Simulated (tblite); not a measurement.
C5H12FNSi.
Numbering: `[H]/[N:5]=[CH:4]/[C:2]([CH3:1])([CH3:3])[SiH2:6][CH2:7][F:8]` (hydrogens: H9, H10, H11 on C1; H12, H13, H14 on C3; H15 on C4; H16 on N5; H17, H18 on Si6; H19, H20 on C7)

Computed geometry: GFN2-xTB, gas phase.

Problem. What internal coordinates does the optimisation give?

Solution. 
```json
{"bond": "C1–C2, C2–C3", "length (Å)": "1.528"}
{"bond": "C2–C4", "length (Å)": "1.484"}
{"bond": "C4=N5", "length (Å)": "1.256"}
{"bond": "C2–Si6", "length (Å)": "1.920"}
{"bond": "Si6–C7", "length (Å)": "1.913"}
{"bond": "C7–F8", "length (Å)": "1.382"}
{"bond": "C1–H9 and 5 like bonds", "length (Å)": "1.088"}
{"bond": "C4–H15", "length (Å)": "1.097"}
{"bond": "N5–H16", "length (Å)": "1.018"}
{"bond": "Si6–H17", "length (Å)": "1.458"}
{"bond": "Si6–H18", "length (Å)": "1.476"}
{"bond": "C7–H19, C7–H20", "length (Å)": "1.091"}
```

Bonds in one row agree within 0.01 Å and their mean is given. A selection of angles:
```json
{"angle": "C2–C1–H9", "degrees": "110.8"}
{"angle": "C2–C1–H10", "degrees": "110.0"}
{"angle": "H9–C1–H10", "degrees": "108.6"}
{"angle": "H9–C1–H11", "degrees": "108.3"}
{"angle": "C1–C2–C3", "degrees": "109.3"}
{"angle": "C1–C2–C4", "degrees": "109.8"}
{"angle": "C1–C2–Si6", "degrees": "113.9"}
{"angle": "C3–C2–Si6", "degrees": "110.6"}
{"angle": "C4–C2–Si6", "degrees": "104.4"}
{"angle": "C2–C4–N5", "degrees": "115.9"}
{"angle": "C2–C4–H15", "degrees": "118.9"}
{"angle": "N5–C4–H15", "degrees": "125.2"}
{"angle": "C4–N5–H16", "degrees": "117.4"}
{"angle": "C2–Si6–C7", "degrees": "112.9"}
{"angle": "C2–Si6–H17", "degrees": "112.5"}
{"angle": "C2–Si6–H18", "degrees": "105.6"}
{"angle": "C7–Si6–H17", "degrees": "111.1"}
{"angle": "C7–Si6–H18", "degrees": "105.2"}
{"angle": "H17–Si6–H18", "degrees": "109.2"}
{"angle": "Si6–C7–F8", "degrees": "108.9"}
{"angle": "Si6–C7–H19", "degrees": "113.4"}
{"angle": "F8–C7–H19", "degrees": "105.8"}
{"angle": "H19–C7–H20", "degrees": "108.8"}
```

Dihedral angles: C1–C2–C4–N5 123° (anticlinal); C1–C2–Si6–C7 -53° (synclinal); C2–Si6–C7–F8 163° (antiperiplanar); H16–N5–C4–C2 179° (antiperiplanar). The mirror-image conformer, all signs reversed, is as good.

Si6 and N5 aren't drawn bonded (3 bonds apart) but lie 2.61 Å from each other; Cordero's covalent radii sum to 1.82 Å. Of the pairs four or more bonds apart, those above aside, N5···C7 is among the closest relative to their van der Waals radii: 3.06 Å, 94 % of the sum of Bondi's values. N5 (imine nitrogen) is bent (angle 117.4°). Si6 (SiH2 silicon) is distorted tetrahedral (angles from 105.2° to 112.9°). The C–C distances run from 1.484 Å (C2–C4, drawn single) to 1.528 Å (C1–C2, drawn single), a spread of 0.044 Å.

Point group: C1 (no symmetry element, even within 0.4 Å). Its GFN2-xTB frequencies are all real (lowest 40 cm⁻¹). One conformer, not necessarily the lowest.
